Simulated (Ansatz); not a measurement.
Reaction (silylene loss): `N=C([SiH3])O[SiH3]` → `N=C(O)[SiH3]` + `[SiH2]`

Computed with Ansatz on PBE0-D4/def2-TZVP structures; ΔE is electronic, products minus reactants. CCSD(T)/CBS is the MP2 limit (def2-TZVPP, def2-QZVPP) plus CCSD(T) − MP2 in def2-TZVPP, frozen cores. This one scheme is used for every species. Functionals use def2-TZVPP. B3LYP here is the variant with VWN-RPA as its local correlation; programs differ in this. Each species was taken in one conformer, which may not be the lowest.

| level | ΔE (kJ/mol) | difference from CCSD(T)/CBS |
| --- | --- | --- |
| r2SCAN-D4 | 334.7 | 15.9 |
| B3LYP-D4 | 314.6 | -4.2 |
| ωB97X-V | 326.6 | 7.8 |
| ωB97M-V | 312.7 | -6.1 |
| B2PLYP | 314.8 | -4.0 |
| PBE | 300.4 | -18.4 |
| r2SCAN | 332.2 | 13.4 |
| PBE0 | 312.8 | -6.0 |
| B3LYP | 299.8 | -19.0 |
| HF/def2-TZVPP | 308.7 | -10.1 |
| MP2/def2-TZVPP | 334.8 | 16.0 |
| MP2/def2-QZVPP | 339.0 | 20.2 |
| SCS-MP2/def2-QZVPP | 329.3 | 10.5 |
| HF/CBS(def2) | 310.8 | -8.0 |
| MP2/CBS(def2) | 341.0 | 22.2 |
| CCSD/CBS(def2) | 315.0 | -3.8 |
| CCSD(T)/CBS | 318.8 | 0 |

Largest T1 diagnostic among the species: 0.014.

In def2-TZVPP, CCSD(T) changes the Hartree–Fock value by +3.9 kJ/mol (the triples alone add +3.7 kJ/mol) and MP2 by +26.1 kJ/mol. The D4 term adds +14.8 kJ/mol with B3LYP and +8.1 kJ/mol with PBE0; it sums over pairs of atoms, weighted by their polarisabilities, and B3LYP, whose exchange is more repulsive, gets the larger term. From PBE to PBE0 (25 % exact exchange), in def2-TZVPP and without D4, ΔE moves by +12.4 kJ/mol.
